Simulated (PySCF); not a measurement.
# Spin-orbit coupling and the second ionisation energy along the lanthanides

Two-component X2C-1e calculated with PySCF 2.14: MP2 on generalised Hartree-Fock spinors (GMP2), with spin-orbit coupling off and on (screened by Boettger's factors); no Breit or QED terms. Values in eV; the references (NIST) lie between the lowest levels. Elements whose determinants are no pure J levels are left out.

```csv
element,configurations,spin-free,with spin-orbit,shift,reference
"Eu (x2c-TZVPPall-2c, [Ar] 3d10 frozen)",[Xe] 4f7 6s1 → [Xe] 4f7,11.284,11.285,0.001,11.24 ± 0.006 (s)
"Tb (x2c-TZVPPall-2c, [Ar] 3d10 frozen)",[Xe] 4f9 6s1 → [Xe] 4f9,11.573,11.572,-0.001,11.513 ± 0.02 (s)
"Dy (x2c-TZVPPall-2c, [Ar] 3d10 frozen)",[Xe] 4f10 6s1 → [Xe] 4f10,11.699,11.699,0.000,11.647 ± 0.02 (s)
"Ho (x2c-TZVPPall-2c, [Ar] 3d10 frozen)",[Xe] 4f11 6s1 → [Xe] 4f11,11.829,11.831,0.001,11.781 ± 0.02 (s)
"Er (x2c-TZVPPall-2c, [Ar] 3d10 frozen)",[Xe] 4f12 6s1 → [Xe] 4f12,11.964,11.967,0.002,11.916 ± 0.02 (s)
"Tm (x2c-TZVPPall-2c, [Ar] 3d10 frozen)",[Xe] 4f13 6s1 → [Xe] 4f13,12.090,12.093,0.003,12.065 ± 0.02 (s)
"Yb (x2c-TZVPPall-2c, [Ar] 3d10 frozen)",[Xe] 4f14 6s1 → [Xe] 4f14,12.211,12.215,0.004,12.179
"Lu (x2c-TZVPPall-2c, [Ar] 3d10 frozen)",[Xe] 4f14 6s2 → [Xe] 4f14 6s1,13.989,13.993,0.004,14.13 ± 0.05 (s)
```

What remains against the references is mostly the basis and correlation beyond MP2. References marked (s) are semi-empirical, (t) theoretical.
